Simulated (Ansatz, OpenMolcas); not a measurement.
Heat of formation of AlClF2 (SMILES [F][Al]([F])[Cl]) from total energies

AlClF2: 4 atoms, total charge 0, spin state singlet. SMILES: `[F][Al]([F])[Cl]`. The shape is that of a PBE0-D4/def2-TZVP optimisation.

Total energies at PBE/def2-SVPD (OpenMolcas 26.06); the atoms run unrestricted:

```
species    state  energy (Eh)
 AlClF2  singlet  -901.664170
      F  doublet   -99.553934
     Al  doublet  -242.142416
     Cl  doublet  -459.806794
```

Harmonic wavenumbers at PBE0-D4/def2-TZVP, in cm⁻¹: 184, 234, 263, 511, 834, 953.

Measured heats of formation of the gaseous atoms at 298.15 K, in kJ/mol: F 79.4, Al 329.7, Cl 121.3. Spin-orbit lowering of the atoms at 298 K (mean of the ground term's levels less their thermal mean, from spectra), in kJ/mol: F 1.29, Al 0.17, Cl 3.44. Take 1 Eh = 2625.50 kJ/mol, 1 cm⁻¹ = 0.0119627 kJ/mol, RT = 2.479 kJ/mol.

Problem. Work out the heat of formation of the gas at 298 K.

Solution. 
1. Electronic atomisation energy: 2 × (-99.553934) + (-242.142416) + (-459.806794) − (-901.664170) = 0.607092 Eh = 1593.9 kJ/mol.
2. Zero-point energy: half the sum of the wavenumbers, 1489.5 cm⁻¹ = 17.8 kJ/mol.
3. Thermal vibrational enthalpy, Σ hcν̃/(exp(hcν̃/kT) − 1): 5.0 kJ/mol. Translation, rotation and pV of a non-linear molecule: 4 RT = 9.9 kJ/mol.
4. The 4 free atoms carry 5/2 RT each: 24.8 kJ/mol.
5. Spin-orbit coupling lowers the free atoms by 2 × 1.29 + 0.17 + 3.44 = 6.2 kJ/mol.
6. Atomisation enthalpy at 298 K: 1593.9 − 6.2 − 17.8 − 5.0 − 9.9 + 24.8 = 1579.8 kJ/mol.
7. Sum of the atoms' heats of formation: 609.8 kJ/mol. Heat of formation: 609.8 − 1579.8 = -970.0 kJ/mol.

The tabulated value is -999.1 kJ/mol (NIST-JANAF tables), so this level is off by +29.1 kJ/mol, or 1.8 % of the atomisation enthalpy. Anharmonicity and any spin-orbit splitting of the molecule are left out.
